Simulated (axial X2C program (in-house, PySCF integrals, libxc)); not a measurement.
## Which molecule has these constants?

All values come from calculations with an axial X2C code built on PySCF integrals, spin-free (one-electron X2C) or two-component (2c: spin–orbit coupling with atomic mean-field Coulomb and Gaunt terms, which also bring small scalar terms), in Dyall basis sets with cores contracted in-house; open shells are unrestricted.

A two-component PBE0 calculation in a Dyall 3-zeta basis gave Re = 1.987 Å, ωe = 645.2 cm⁻¹, De = 4.13 eV, dipole magnitude 0.56 D, Ω = 0.

Which molecule is it?
A. AsN
B. SbAs
C. BiAs
D. AsP

D. The others have SbAs 2.280 Å and 372.3 cm⁻¹ (Ω = 0); BiAs 2.370 Å and 305.1 cm⁻¹ (Ω = 0); AsN 1.598 Å and 1163.9 cm⁻¹ (Ω = 0).

Each entry is the lowest single determinant of a limited PBE0 search at one distance. De goes to single-determinant-based atoms at the same level (for ions the charge split of lowest energy) and is withheld (n/a) where an atom does not fit its ground term or J level. Main or longest-lived isotopes.
